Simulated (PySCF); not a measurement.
Compound: C₉H₁₀Si.
Bonds: C1–C2 (triple), C2–C3, C3–C4 (aromatic), C4–C5 (aromatic), C5–C6 (aromatic), C6–C7 (aromatic), C7–C8, C7–C9 (aromatic), C9–Si10, C3–C9 (aromatic). Hydrogens: H11 on C1; H12 on C4; H13 on C5; H14 on C6; H15, H16, H17 on C8; H18, H19, H20 on Si10.

Method used: PBE0-D3(BJ)/def2-SVP geometry optimisation, gas phase (PySCF).

Problem. What internal coordinates does the optimisation give?

Solution. 
```csv
bond,length (bohr),order
C1≡C2,2.293,triple
C2–C3,2.706,single
C3–C4,2.657,aromatic
C4–C5,2.621,aromatic
C5–C6,2.631,aromatic
C6–C7,2.642,aromatic
C7–C8,2.840,single
C7–C9,2.669,aromatic
C9–Si10,3.569,single
C3–C9,2.675,aromatic
C1–H11,2.030,single
C4–H12,2.062,single
C5–H13,2.065,single
C6–H14,2.066,single
"C8–H15, C8–H16, C8–H17",2.080,single
"Si10–H18, Si10–H20",2.828,single
Si10–H19,2.808,single
```

Bonds in one row agree within 0.02 bohr and their mean is given. Orders are formal, as drawn. A selection of angles:
```csv
angle,degrees
C1–C2–C3,177.8
C2–C3–C4,117.5
C2–C3–C9,122.1
C4–C3–C9,120.4
C3–C4–C5,120.1
C4–C5–C6,119.9
C5–C6–C7,121.1
C6–C7–C8,119.4
C6–C7–C9,119.7
C8–C7–C9,120.9
C7–C9–Si10,119.0
C3–C9–C7,118.8
C3–C9–Si10,122.3
```

The 6-membered ring C3–C4–C5–C6–C7–C9 has internal angles of 118.8° to 121.1° (sum 720°, against 720° for a flat polygon); it is planar, 0.00 Å rms from its mean plane, widest ring torsion 0°. Of the pairs four or more bonds apart, Si10···H16 is among the closest relative to their van der Waals radii: 2.97 Å, 90 % of the sum of Bondi's values. The 9 C–C bonds span 1.213 Å (C1≡C2, drawn triple) to 1.503 Å (C7–C8, drawn single), a spread of 0.290 Å. The 10 heavy atoms lie in one plane (0.003 Å rms). Si10 (SiH3 silicon) is tetrahedral (angles from 107.2° to 111.8°).

Point group: near Cs, missed by 0.11 Å at most; the miss may be what the optimiser left on a soft mode. Not checked by PBE0-D3(BJ)/def2-SVP frequencies.
